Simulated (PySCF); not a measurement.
From a computed spectrum to the compound

A species of 5 atoms with charge -1 has these harmonic modes (PBE0, small Gaussian bases with core potentials, PySCF 2.14.0):

| cm⁻¹ | km/mol | symmetry |
| --- | --- | --- |
| 115 | 0.0 | e |
| 115 | 0.0 | e |
| 124 | 39.4 | t2 |
| 124 | 39.4 | t2 |
| 124 | 39.4 | t2 |
| 519 | 127.7 | t2 |
| 519 | 127.7 | t2 |
| 519 | 127.7 | t2 |
| 540 | 0.0 | a1 |

Which species is it, and in which structure?

[YbF4]− (singlet in the valence; each metal's 4f electrons, 13 of them, lie in its core potential, out of spins and levels):
```xyz
5

Yb    0.0000    0.0000    0.0000
F     1.1694    1.1694    1.1694
F    -1.1694   -1.1694    1.1694
F     1.1694   -1.1694   -1.1694
F    -1.1694    1.1694   -1.1694
```
Ideal gas at 298.15 K and 1 bar: S = 352.8 J/(mol K), Cp = 93.7 J/(mol K), H − H(0 K) = 21.2 kJ/mol (rigid rotor, harmonic modes, spin degeneracy alone, that of the 4f electrons in the core included). An lcecp potential fixes the number of 4f electrons, so in runs with it no electron can move into or out of that shell.
 The answer isn't unique; the calculation gave this one.
